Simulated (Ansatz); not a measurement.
`BC[SiH3]` + `C[SeH]` → `C[Se][SiH3]` + `BC` at 500 K and 1 bar (ligand exchange at the Si–C bond).

Gas-phase electronic energies from Ansatz, PBE0-D4/def2-TZVP geometries. CBS: MP2 limit from def2 TZ/QZ plus the TZ coupled-cluster correction, frozen cores. This one scheme is used for every species. For Se outer-core shells are correlated without core-valence functions, which leaves a few kJ/mol of doubt a bond. Scalar relativity is left out up to krypton.

```
      species  CCSD(T)/CBS energy (Eh)  H − E (kJ/mol)  S (J/(mol·K))
   `BC[SiH3]`               -356.11784           228.6          357.7
     `C[SeH]`              -2441.15625           142.1          299.3
`C[Se][SiH3]`              -2731.45956           203.8          380.5
         `BC`                -65.83255           172.2          281.8
```

H − E and S are ideal-gas, rigid-rotor, harmonic terms from PBE0-D4/def2-TZVP. 1 Eh = 2625.50 kJ/mol, R = 8.31446 J/(mol·K).

Task: By hand: ΔE, ΔH, ΔS and ΔG.

Result: ΔE = (-2731.45956) + (-65.83255) − (-356.11784) − (-2441.15625) = -0.01802 Eh = -47.3 kJ/mol. Δ(H − E) = 203.8 + 172.2 − 228.6 − 142.1 = 5.3, so ΔH = -42.0 kJ/mol. ΔS = 380.5 + 281.8 − 357.7 − 299.3 = 5.3 J/(mol·K). ΔG = -42.0 − 500 × (5.3)/1000 = -44.6 kJ/mol.

Task: By hand: the equilibrium constant, and the temperature at which ΔG would vanish if ΔH and ΔS stayed fixed.

Result: log₁₀ K = −ΔG/(RT ln 10) = 4.7. ΔH and −TΔS have one sign here, so there is no such temperature. One of them is within its doubt of zero, so this could turn.

The number of gas molecules stays the same, so ΔS is small and ΔH decides. A doubt of 5 kJ/mol in ΔE shifts log₁₀ K by 0.5 here. These are equilibria of isolated gas molecules and say nothing of rates. Largest T1 diagnostic: 0.011 (customary marks: 0.02 for closed shells, 0.045 for open ones).
